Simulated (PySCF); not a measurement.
Isomers of C3H9ClSSi2. Method: PySCF, TDDFT wB97X-D/def2-SVPD, vertical, gas phase, core orbitals frozen in the response. Geometries: GFN2-xTB; one conformer of each isolated species. Triplets are in the Tamm–Dancoff approximation.

Question: Rank by computed S1–T1 gap, lowest first.
A. `Cl[SiH2]SC1C[SiH2]C1`
B. `C=C(C)[Si@H](Cl)S[SiH3]`
C. `CS[Si@@H](Cl)/C=C/[SiH3]`
D. `S([SiH2]Cl)[SiH2]/C=C\C`

Answer: A (0.33 eV), C (1.19 eV), D (1.59 eV), B (2.00 eV).

| SMILES | S1−T1 (eV) | S1 (eV) | T1 (eV) | S1 mainly | T1 mainly | f(S1) |
| --- | --- | --- | --- | --- | --- | --- |
| Cl[SiH2]SC1C[SiH2]C1 | 0.33 | 5.37 | 5.04 | H→L (80%) | H→L (77%) | 0.004 |
| CS[Si@@H](Cl)/C=C/[SiH3] | 1.19 | 5.39 | 4.20 | H→L (79%) | H-1→L (38%) | 0.012 |
| C/C=C\[SiH2]S[SiH2]Cl | 1.59 | 5.87 | 4.29 | H→L (88%) | H-1→L (55%) | 0.040 |
| C=C(C)[Si@H](Cl)S[SiH3] | 2.00 | 6.24 | 4.24 | H→L (71%) | H-1→L (81%) | 0.020 |

H and L stand for HOMO and LUMO. For `CS[Si@@H](Cl)/C=C/[SiH3]`, `C/C=C\[SiH2]S[SiH2]Cl` and `C=C(C)[Si@H](Cl)S[SiH3]` the leading configurations of S1 and T1 differ. Singlets come from full response and triplets from the Tamm–Dancoff approximation.
